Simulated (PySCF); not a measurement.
Radial density of Cl (chlorine, neutral)

BP86, [Ne] 3s2 3p5, 2P determinant. Computed with PySCF 2.14 in aug-cc-pVTZ-DK, with the spin-free X2C one-electron Hamiltonian (Gaussian nucleus).

```json
{"r (bohr)": "0.00190", "4πr²ρ (e/bohr)": "0.1656", "4πr²(ρα − ρβ)": "0.0000"}
{"r (bohr)": "0.00319", "4πr²ρ (e/bohr)": "0.4275", "4πr²(ρα − ρβ)": "0.0000"}
{"r (bohr)": "0.00537", "4πr²ρ (e/bohr)": "1.079", "4πr²(ρα − ρβ)": "0.0000"}
{"r (bohr)": "0.00903", "4πr²ρ (e/bohr)": "2.609", "4πr²(ρα − ρβ)": "0.0000"}
{"r (bohr)": "0.0152", "4πr²ρ (e/bohr)": "5.833", "4πr²(ρα − ρβ)": "0.0002"}
{"r (bohr)": "0.0255", "4πr²ρ (e/bohr)": "11.41", "4πr²(ρα − ρβ)": "0.0007"}
{"r (bohr)": "0.0430", "4πr²ρ (e/bohr)": "17.75", "4πr²(ρα − ρβ)": "0.0034"}
{"r (bohr)": "0.0723", "4πr²ρ (e/bohr)": "19.24", "4πr²(ρα − ρβ)": "0.0159"}
{"r (bohr)": "0.122", "4πr²ρ (e/bohr)": "14.22", "4πr²(ρα − ρβ)": "0.0578"}
{"r (bohr)": "0.204", "4πr²ρ (e/bohr)": "15.26", "4πr²(ρα − ρβ)": "0.1236"}
{"r (bohr)": "0.344", "4πr²ρ (e/bohr)": "19.12", "4πr²(ρα − ρβ)": "0.0899"}
{"r (bohr)": "0.579", "4πr²ρ (e/bohr)": "8.603", "4πr²(ρα − ρβ)": "0.0074"}
{"r (bohr)": "0.973", "4πr²ρ (e/bohr)": "3.833", "4πr²(ρα − ρβ)": "0.4005"}
{"r (bohr)": "1.64", "4πr²ρ (e/bohr)": "4.094", "4πr²(ρα − ρβ)": "0.5947"}
{"r (bohr)": "2.75", "4πr²ρ (e/bohr)": "1.089", "4πr²(ρα − ρβ)": "0.1647"}
{"r (bohr)": "4.63", "4πr²ρ (e/bohr)": "0.06664", "4πr²(ρα − ρβ)": "0.0079"}
{"r (bohr)": "7.79", "4πr²ρ (e/bohr)": "0.0002448", "4πr²(ρα − ρβ)": "0.0000"}
```

Densities and radii are taken from the X2C orbitals without a picture-change correction, which distorts them close to the nucleus.
